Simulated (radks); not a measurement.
Results of a calculation; reference values are marked as such.
Problem. These are the eigenvalues of the occupied orbitals of an atom or ion with whole-number occupations (eV). Level of theory: Dirac Kohn-Sham, LDA (Slater exchange, Perdew-Wang correlation), spin-unpolarised, spherical densities, point nucleus (a radial shooting solver on a logarithmic mesh with Libxc functionals).

1s1/2: -51771.22
2s1/2: -8589.930
2p1/2: -8166.417
2p3/2: -7420.661
3s1/2: -1915.042
3p1/2: -1730.566
3p3/2: -1576.680
3d3/2: -1257.866
3d5/2: -1224.259
4s1/2: -389.6746
4p1/2: -317.4421
4p3/2: -283.0224
4d3/2: -163.9090
4d5/2: -157.6965
5s1/2: -61.5304
5p1/2: -42.0215
5p3/2: -37.5547
4f5/2: -17.4138
4f7/2: -16.6258

Which element is it, and in what charge state? The configuration may be excited. Open shells, if any, fill j = l - 1/2 first.

Solution. Z = 65, terbium, charge +2: Tb2+ in [Xe] 4f9. The list shows which subshells hold electrons but not how many an open one holds; the 1s level, -1902.6 hartree, gives Z - s = 61.7 by -(Z - s)^2/2, which with screening and relativity narrows Z to a few neighbours, and the depths of the outer levels then fix element, charge and occupations together.
